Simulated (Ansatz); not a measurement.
**Molecular dynamics of C₂H₇BF₂O**

Input:

```yaml
crystal:
  periodic: [false, false, false]
  atoms:
    - { symbol: B, position_ang: [-0.695654, 1.065386, 0.366362] }
    - { symbol: C, position_ang: [0.29751, -0.421849, 0.593844] }
    - { symbol: C, position_ang: [0.223209, -1.471023, -0.519829] }
    - { symbol: F, position_ang: [-1.703253, 0.784754, -0.514709] }
    - { symbol: F, position_ang: [-1.05059, 1.581069, 1.571173] }
    - { symbol: H, position_ang: [0.709521, 0.806634, 0.016316] }
    - { symbol: O, position_ang: [0.401483, 1.973215, -0.305422] }
    - { symbol: H, position_ang: [-0.319133, -0.706327, 1.472208] }
    - { symbol: H, position_ang: [1.321666, -0.366188, 1.037297] }
    - { symbol: H, position_ang: [0.531757, -2.474552, -0.163788] }
    - { symbol: H, position_ang: [-0.809113, -1.552275, -0.912254] }
    - { symbol: H, position_ang: [0.881324, -1.214168, -1.376283] }
    - { symbol: H, position_ang: [0.211174, 1.995123, -1.264918] }
basis:
  gaussian: { orbitals: def2-SVP }
hamiltonian:
  xc: pbe
md:
  timestep: 0.5
  n_steps: 200
  ensemble: nve
  temperature: 100.0
  initial_velocities: maxwell_boltzmann
  seed: 9899
```

Launched with:

```bash
$ ansatz run input.yaml --threads 4 --pin off --max-ram 5120MiB --backend cpu --events-out ev --progress --plain --runs-dir out
```

It starts at the highest image of a converged band, a first-order saddle point between two minima.

Output, in part (one step line in 4, the closing report, with atoms numbered from 0):

```
md step     0: t =     0.00 fs  T =   100.0 K  F+E_penalty+E_count = -10328.64308663 eV  E_kin = 0.142186 eV  conserved = -10328.50090063 eV  (28 SCF iters)
md step     4: t =     2.00 fs  T =    67.5 K  F+E_penalty+E_count = -10328.59620630 eV  E_kin = 0.095982 eV  conserved = -10328.50022432 eV  (32 SCF iters)
md step     8: t =     4.00 fs  T =    46.9 K  F+E_penalty+E_count = -10328.56691939 eV  E_kin = 0.066647 eV  conserved = -10328.50027273 eV  (32 SCF iters)
md step    12: t =     6.00 fs  T =    42.6 K  F+E_penalty+E_count = -10328.56101350 eV  E_kin = 0.060511 eV  conserved = -10328.50050280 eV  (32 SCF iters)
md step    16: t =     8.00 fs  T =    30.1 K  F+E_penalty+E_count = -10328.54279051 eV  E_kin = 0.042795 eV  conserved = -10328.49999555 eV  (31 SCF iters)
md step    20: t =    10.00 fs  T =    68.8 K  F+E_penalty+E_count = -10328.59820366 eV  E_kin = 0.097789 eV  conserved = -10328.50041493 eV  (32 SCF iters)
md step    24: t =    12.00 fs  T =   108.0 K  F+E_penalty+E_count = -10328.65413301 eV  E_kin = 0.153590 eV  conserved = -10328.50054299 eV  (31 SCF iters)
md step    28: t =    14.00 fs  T =   132.4 K  F+E_penalty+E_count = -10328.68825703 eV  E_kin = 0.188233 eV  conserved = -10328.50002353 eV  (31 SCF iters)
md step    32: t =    16.00 fs  T =   209.5 K  F+E_penalty+E_count = -10328.79826742 eV  E_kin = 0.297897 eV  conserved = -10328.50037065 eV  (30 SCF iters)
md step    36: t =    18.00 fs  T =   306.9 K  F+E_penalty+E_count = -10328.93672669 eV  E_kin = 0.436330 eV  conserved = -10328.50039648 eV  (30 SCF iters)
md step    40: t =    20.00 fs  T =   420.4 K  F+E_penalty+E_count = -10329.09807838 eV  E_kin = 0.597758 eV  conserved = -10328.50032082 eV  (30 SCF iters)
md step    44: t =    22.00 fs  T =   548.9 K  F+E_penalty+E_count = -10329.28150823 eV  E_kin = 0.780455 eV  conserved = -10328.50105330 eV  (31 SCF iters)
md step    48: t =    24.00 fs  T =   608.6 K  F+E_penalty+E_count = -10329.36613819 eV  E_kin = 0.865338 eV  conserved = -10328.50080059 eV  (30 SCF iters)
md step    52: t =    26.00 fs  T =   624.6 K  F+E_penalty+E_count = -10329.38869986 eV  E_kin = 0.888023 eV  conserved = -10328.50067697 eV  (30 SCF iters)
md step    56: t =    28.00 fs  T =   614.2 K  F+E_penalty+E_count = -10329.37410754 eV  E_kin = 0.873359 eV  conserved = -10328.50074825 eV  (30 SCF iters)
md step    60: t =    30.00 fs  T =   565.9 K  F+E_penalty+E_count = -10329.30496444 eV  E_kin = 0.804614 eV  conserved = -10328.50035064 eV  (30 SCF iters)
md step    64: t =    32.00 fs  T =   542.0 K  F+E_penalty+E_count = -10329.27089182 eV  E_kin = 0.770698 eV  conserved = -10328.50019418 eV  (30 SCF iters)
md step    68: t =    34.00 fs  T =   561.4 K  F+E_penalty+E_count = -10329.29897584 eV  E_kin = 0.798237 eV  conserved = -10328.50073928 eV  (30 SCF iters)
md step    72: t =    36.00 fs  T =   555.1 K  F+E_penalty+E_count = -10329.28964579 eV  E_kin = 0.789220 eV  conserved = -10328.50042599 eV  (30 SCF iters)
md step    76: t =    38.00 fs  T =   546.8 K  F+E_penalty+E_count = -10329.27796689 eV  E_kin = 0.777506 eV  conserved = -10328.50046094 eV  (30 SCF iters)
md step    80: t =    40.00 fs  T =   534.5 K  F+E_penalty+E_count = -10329.26059747 eV  E_kin = 0.759970 eV  conserved = -10328.50062773 eV  (31 SCF iters)
md step    84: t =    42.00 fs  T =   511.4 K  F+E_penalty+E_count = -10329.22719476 eV  E_kin = 0.727071 eV  conserved = -10328.50012348 eV  (30 SCF iters)
md step    88: t =    44.00 fs  T =   537.6 K  F+E_penalty+E_count = -10329.26501463 eV  E_kin = 0.764408 eV  conserved = -10328.50060711 eV  (30 SCF iters)
md step    92: t =    46.00 fs  T =   555.6 K  F+E_penalty+E_count = -10329.29056667 eV  E_kin = 0.789935 eV  conserved = -10328.50063137 eV  (30 SCF iters)
md step    96: t =    48.00 fs  T =   548.3 K  F+E_penalty+E_count = -10329.27997501 eV  E_kin = 0.779586 eV  conserved = -10328.50038862 eV  (30 SCF iters)
md step   100: t =    50.00 fs  T =   548.2 K  F+E_penalty+E_count = -10329.28007594 eV  E_kin = 0.779514 eV  conserved = -10328.50056215 eV  (31 SCF iters)
md step   104: t =    52.00 fs  T =   538.8 K  F+E_penalty+E_count = -10329.26651668 eV  E_kin = 0.766091 eV  conserved = -10328.50042555 eV  (31 SCF iters)
md step   108: t =    54.00 fs  T =   543.6 K  F+E_penalty+E_count = -10329.27317783 eV  E_kin = 0.772978 eV  conserved = -10328.50019970 eV  (30 SCF iters)
md step   112: t =    56.00 fs  T =   581.4 K  F+E_penalty+E_count = -10329.32731200 eV  E_kin = 0.826619 eV  conserved = -10328.50069262 eV  (31 SCF iters)
md step   116: t =    58.00 fs  T =   592.6 K  F+E_penalty+E_count = -10329.34314134 eV  E_kin = 0.842593 eV  conserved = -10328.50054848 eV  (29 SCF iters)
md step   120: t =    60.00 fs  T =   592.4 K  F+E_penalty+E_count = -10329.34280481 eV  E_kin = 0.842350 eV  conserved = -10328.50045443 eV  (31 SCF iters)
md step   124: t =    62.00 fs  T =   594.9 K  F+E_penalty+E_count = -10329.34664412 eV  E_kin = 0.845917 eV  conserved = -10328.50072680 eV  (30 SCF iters)
md step   128: t =    64.00 fs  T =   572.5 K  F+E_penalty+E_count = -10329.31423807 eV  E_kin = 0.813980 eV  conserved = -10328.50025821 eV  (30 SCF iters)
md step   132: t =    66.00 fs  T =   580.2 K  F+E_penalty+E_count = -10329.32534658 eV  E_kin = 0.824932 eV  conserved = -10328.50041497 eV  (31 SCF iters)
md step   136: t =    68.00 fs  T =   599.3 K  F+E_penalty+E_count = -10329.35284544 eV  E_kin = 0.852122 eV  conserved = -10328.50072304 eV  (30 SCF iters)
md step   140: t =    70.00 fs  T =   591.2 K  F+E_penalty+E_count = -10329.34097424 eV  E_kin = 0.840599 eV  conserved = -10328.50037554 eV  (30 SCF iters)
md step   144: t =    72.00 fs  T =   591.8 K  F+E_penalty+E_count = -10329.34210652 eV  E_kin = 0.841432 eV  conserved = -10328.50067458 eV  (30 SCF iters)
md step   148: t =    74.00 fs  T =   562.7 K  F+E_penalty+E_count = -10329.30069893 eV  E_kin = 0.800054 eV  conserved = -10328.50064538 eV  (31 SCF iters)
md step   152: t =    76.00 fs  T =   509.1 K  F+E_penalty+E_count = -10329.22418055 eV  E_kin = 0.723932 eV  conserved = -10328.50024871 eV  (31 SCF iters)
md step   156: t =    78.00 fs  T =   486.1 K  F+E_penalty+E_count = -10329.19164602 eV  E_kin = 0.691153 eV  conserved = -10328.50049292 eV  (30 SCF iters)
md step   160: t =    80.00 fs  T =   471.0 K  F+E_penalty+E_count = -10329.17025365 eV  E_kin = 0.669766 eV  conserved = -10328.50048774 eV  (31 SCF iters)
md step   164: t =    82.00 fs  T =   458.9 K  F+E_penalty+E_count = -10329.15278544 eV  E_kin = 0.652443 eV  conserved = -10328.50034280 eV  (30 SCF iters)
md step   168: t =    84.00 fs  T =   460.9 K  F+E_penalty+E_count = -10329.15606903 eV  E_kin = 0.655373 eV  conserved = -10328.50069587 eV  (30 SCF iters)
md step   172: t =    86.00 fs  T =   432.7 K  F+E_penalty+E_count = -10329.11580544 eV  E_kin = 0.615303 eV  conserved = -10328.50050202 eV  (29 SCF iters)
md step   176: t =    88.00 fs  T =   401.0 K  F+E_penalty+E_count = -10329.07038016 eV  E_kin = 0.570115 eV  conserved = -10328.50026547 eV  (30 SCF iters)
md step   180: t =    90.00 fs  T =   395.0 K  F+E_penalty+E_count = -10329.06220772 eV  E_kin = 0.561636 eV  conserved = -10328.50057216 eV  (30 SCF iters)
md step   184: t =    92.00 fs  T =   382.9 K  F+E_penalty+E_count = -10329.04469796 eV  E_kin = 0.544476 eV  conserved = -10328.50022173 eV  (30 SCF iters)
md step   188: t =    94.00 fs  T =   398.1 K  F+E_penalty+E_count = -10329.06665675 eV  E_kin = 0.566113 eV  conserved = -10328.50054329 eV  (32 SCF iters)
md step   192: t =    96.00 fs  T =   404.5 K  F+E_penalty+E_count = -10329.07572571 eV  E_kin = 0.575119 eV  conserved = -10328.50060664 eV  (31 SCF iters)
md step   196: t =    98.00 fs  T =   392.8 K  F+E_penalty+E_count = -10329.05883969 eV  E_kin = 0.558492 eV  conserved = -10328.50034767 eV  (31 SCF iters)
md step   200: t =   100.00 fs  T =   390.4 K  F+E_penalty+E_count = -10329.05569594 eV  E_kin = 0.555064 eV  conserved = -10328.50063181 eV  (30 SCF iters)
Total energy: -10329.05573056 eV, -379.5857968125 hartree
Atom 0 at    -1.016150     0.493925     0.751289 Å, force     0.081102     0.635010     0.655767 eV/Å
Atom 1 at    -0.260640    -0.856134     0.913926 Å, force     0.090940    -0.504143    -1.064051 eV/Å
Atom 2 at     0.239584    -1.440543    -0.461514 Å, force     0.902347    -0.004302     0.501843 eV/Å
Atom 3 at    -1.560097     0.802179    -0.426456 Å, force    -0.207446     0.293878    -0.002066 eV/Å
Atom 4 at    -1.133874     1.423390     1.740589 Å, force     0.044164    -0.687399    -0.819007 eV/Å
Atom 5 at     0.765768     2.544973    -0.229269 Å, force     0.008578     0.125695     0.261306 eV/Å
Atom 6 at     0.997415     2.767051    -1.145098 Å, force     0.173862    -0.066258     0.063955 eV/Å
Atom 7 at    -1.008354    -1.599291     1.272828 Å, force     0.007669     0.142337     0.343350 eV/Å
Atom 8 at     0.521647    -0.807149     1.680458 Å, force     0.262031     0.067374     0.276987 eV/Å
Atom 9 at     1.221971    -1.982769    -0.404514 Å, force    -0.377878     0.139498     0.420982 eV/Å
Atom 10 at    -0.481289    -2.203900    -0.773575 Å, force    -0.254318    -0.030754    -0.587536 eV/Å
Atom 11 at     0.441691    -0.696066    -1.266128 Å, force    -0.461859     0.009627     0.195474 eV/Å
Atom 12 at     0.371345     2.216187    -1.637214 Å, force    -0.269191    -0.120562    -0.247003 eV/Å
Dipole moment:    -0.146598    -0.581139     0.163796 e Å
```

All steps were run. The conserved energy stayed within 0.071 meV per atom of its start (net change 0.021 meV per atom), so the integration is sound. The kinetic energy rose, since the run started high on the potential surface and went downhill. It ends in pieces (C2H5BF2 + H2O), so much of that is their flight and rotation, not heat. A run of 0.1 ps of so small a system gives no equilibrium averages. The orbitals stay closed-shell, which can raise the energy where a bond breaks towards radicals; this wasn't checked here.

Between its relaxed ends the band would form C2–H6 and break B1–C2, H6–O7. These pairs go: C2–H6 1.42 → 3.73 Å, B1–C2 1.80 → 1.56 Å, H6–O7 1.25 → 0.97 Å. In the last frame they stand as before the step (other bonds may differ from the relaxed reactants and products). Also parted: B1–O7 1.57 → 3.58 Å. It ends as C2H5BF2 + H2O. Pairs count as bonded within 1.25 times the sum of covalent radii (0.12 Å more for H–H).

Last frame:

```xyz
13
Properties=species:S:1:pos:R:3
B -1.016 0.494 0.751
C -0.261 -0.856 0.914
C 0.240 -1.440 -0.462
F -1.560 0.802 -0.426
F -1.134 1.423 1.741
H 0.766 2.545 -0.229
O 0.997 2.767 -1.145
H -1.008 -1.599 1.273
H 0.522 -0.807 1.681
H 1.222 -1.983 -0.405
H -0.481 -2.204 -0.774
H 0.442 -0.696 -1.266
H 0.371 2.216 -1.637
```

The run took 6.4 min on 4 threads of Arm Neoverse N1, with other jobs on the host, peak memory 0.17 GiB.
